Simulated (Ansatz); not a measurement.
**A relaxation, step by step**

SiNH5BrCl, closed shell, PBE0-D4/def2-TZVP (Ansatz 0.2.0). Settings:

```yaml
hamiltonian: {xc: pbe0, dispersion: d4}
relax: {f_tol: 0.005, max_steps: 200}
```

Start, a step off a saddle point along its unstable mode:

Si1  (-0.810, -0.058, -0.646)
N2  (0.417, -0.545, 0.495)
H3  (-1.574, 0.992, 0.055)
H4  (-0.068, 0.449, -1.815)
Cl5  (-2.062, -1.563, -1.221)
H6  (1.105, 0.747, 0.696)
Br7  (1.821, 2.073, 0.892)
H8  (1.097, -1.222, 0.152)
H9  (0.073, -0.872, 1.392)
(Å)

```json
{"step": "1", "energy less the last (meV)": "94.4", "largest force component (eV/Å)": "0.862"}
{"step": "2", "energy less the last (meV)": "43.2", "largest force component (eV/Å)": "0.273"}
{"step": "3", "energy less the last (meV)": "34.9", "largest force component (eV/Å)": "0.323"}
{"step": "4", "energy less the last (meV)": "18.2", "largest force component (eV/Å)": "0.208"}
{"step": "5", "energy less the last (meV)": "13.5", "largest force component (eV/Å)": "0.403"}
{"step": "6", "energy less the last (meV)": "12.6", "largest force component (eV/Å)": "0.422"}
{"step": "7", "energy less the last (meV)": "6.7", "largest force component (eV/Å)": "0.148"}
{"step": "8", "energy less the last (meV)": "6.0", "largest force component (eV/Å)": "0.150"}
{"step": "9", "energy less the last (meV)": "3.1", "largest force component (eV/Å)": "0.209"}
{"step": "10", "energy less the last (meV)": "0.1", "largest force component (eV/Å)": "0.014"}
{"step": "11", "energy less the last (meV)": "0.0", "largest force component (eV/Å)": "0.006"}
{"step": "12", "energy less the last (meV)": "0.0", "largest force component (eV/Å)": "0.007"}
{"step": "13", "energy less the last (meV)": "0.0", "largest force component (eV/Å)": "0.004"}
```

Step 2, positions (Å) and forces (eV/Å):

```
atom       x       y       z      Fx      Fy      Fz
 Si1  -0.820  -0.046  -0.656   0.023   0.104  -0.002
  N2   0.407  -0.549   0.487  -0.092  -0.273  -0.046
  H3  -1.636   0.975   0.030   0.026  -0.017  -0.041
  H4  -0.106   0.427  -1.858  -0.028   0.008   0.032
 Cl5  -2.059  -1.576  -1.216  -0.034  -0.086  -0.004
  H6   1.175   0.746   0.748   0.183   0.261   0.072
 Br7   1.882   2.113   0.931  -0.053  -0.121  -0.007
  H8   1.088  -1.220   0.145  -0.036   0.078   0.006
  H9   0.068  -0.869   1.388   0.011   0.046  -0.009
```

Step 4, positions (Å) and forces (eV/Å):

| atom | x | y | z | Fx | Fy | Fz |
| --- | --- | --- | --- | --- | --- | --- |
| Si1 | -0.835 | -0.060 | -0.663 | 0.108 | -0.097 | 0.110 |
| N2 | 0.390 | -0.565 | 0.477 | -0.194 | -0.100 | -0.097 |
| H3 | -1.654 | 0.965 | 0.006 | -0.030 | 0.005 | 0.001 |
| H4 | -0.133 | 0.423 | -1.866 | -0.010 | -0.007 | -0.023 |
| Cl5 | -2.062 | -1.616 | -1.209 | -0.008 | 0.034 | -0.017 |
| H6 | 1.239 | 0.836 | 0.770 | 0.166 | 0.208 | 0.077 |
| Br7 | 1.957 | 2.149 | 0.984 | -0.101 | -0.184 | -0.031 |
| H8 | 1.056 | -1.245 | 0.127 | 0.005 | 0.074 | 0.037 |
| H9 | 0.042 | -0.888 | 1.375 | 0.064 | 0.066 | -0.055 |

Step 10, positions (Å) and forces (eV/Å):

```
atom       x       y       z      Fx      Fy      Fz
 Si1  -0.884  -0.106  -0.690   0.005   0.003   0.004
  N2   0.351  -0.546   0.441  -0.004  -0.007  -0.002
  H3  -1.735   0.910  -0.042   0.002  -0.002  -0.001
  H4  -0.212   0.371  -1.914  -0.001  -0.001   0.003
 Cl5  -2.098  -1.679  -1.225   0.001   0.002   0.000
  H6   1.332   0.938   0.816  -0.008  -0.010  -0.004
 Br7   2.135   2.127   1.131   0.008   0.014   0.002
  H8   1.064  -1.186   0.116  -0.002   0.001   0.001
  H9   0.048  -0.828   1.365   0.000   0.000  -0.003
```

Last step (13):

```
9
angstrom
Si -0.8773 -0.1037 -0.6850
N 0.3516 -0.5569 0.4459
H -1.7236 0.9143 -0.0333
H -0.1998 0.3758 -1.9049
Cl -2.1003 -1.6657 -1.2316
H 1.3266 0.9350 0.8125
Br 2.1138 2.1399 1.1086
H 1.0630 -1.1984 0.1198
H 0.0461 -0.8401 1.3681
```

Hardware: 8 CPU threads of an Intel Xeon Platinum 8488C, shared host. Wall time about 22 s.
